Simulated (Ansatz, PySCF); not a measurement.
FH7N2Si2, SMILES N[SiH2]N[SiH2]F. Atoms are numbered in the order given.

```xyz
12

Si     1.3636    -0.1883    -0.9559
F      2.3124    -0.5648     0.3164
N     -0.2981    -0.4807    -0.6359
Si    -1.4546     0.5825     0.1484
N     -1.7981     0.3103     1.8139
H      1.5629     1.2606    -1.2122
H      1.8180    -1.0549    -2.0761
H     -0.6049    -1.4411    -0.7758
H     -2.7650     0.4385    -0.5491
H     -0.8537     1.9368    -0.0085
H     -2.5004    -0.3648     2.0915
H     -1.0760     0.4003     2.5199
```

Coordinates come from a PBE0-D3(BJ)/def2-SVP optimisation. This is a generated structure with no PubChem entry under its InChIKey; it may be hypothetical. One conformer was computed; it need not be the lowest.

Two levels are set side by side: PBE-D3(BJ)/def2-SVP (Ansatz, a program for electronic structure) and PBE0-D3(BJ)/def2-SVP (Ansatz). Each level has its own optimised geometry; the coordinates shown are those of the second. Frequencies come from the Hessian of PySCF at each geometry. Differences are taken from unrounded values.

| quantity | PBE0-D3(BJ) | PBE-D3(BJ) | PBE-D3(BJ) minus PBE0-D3(BJ) |
|---|---|---|---|
| mean bond length (Å) | 1.439 | 1.451 | 0.012 |
| bond Si1–F2 (Å) | 1.631 | 1.646 | 0.015 |
| bond Si1–N3 (Å) | 1.717 | 1.731 | 0.014 |
| bond N3–Si4 (Å) | 1.756 | 1.771 | 0.015 |
| bond Si4–N5 (Å) | 1.722 | 1.738 | 0.016 |
| bond Si1–H6 (Å) | 1.485 | 1.496 | 0.011 |
| bond Si1–H7 (Å) | 1.487 | 1.499 | 0.012 |
| bond N3–H8 (Å) | 1.018 | 1.027 | 0.009 |
| bond Si4–H9 (Å) | 1.491 | 1.502 | 0.010 |
| bond Si4–H10 (Å) | 1.490 | 1.499 | 0.010 |
| bond N5–H11 (Å) | 1.013 | 1.023 | 0.010 |
| bond N5–H12 (Å) | 1.014 | 1.024 | 0.010 |
| highest harmonic wavenumber (cm⁻¹) | 3717 | 3582 | -135 |
| mean harmonic wavenumber (cm⁻¹) | 1182 | 1144 | -38 |
| zero-point energy (kcal/mol) | 50.69 | 49.06 | -1.63 |

GGA bonds tend to be longer and softer than those of functionals with exact exchange. Differences between two approximate levels are no errors against the true value.
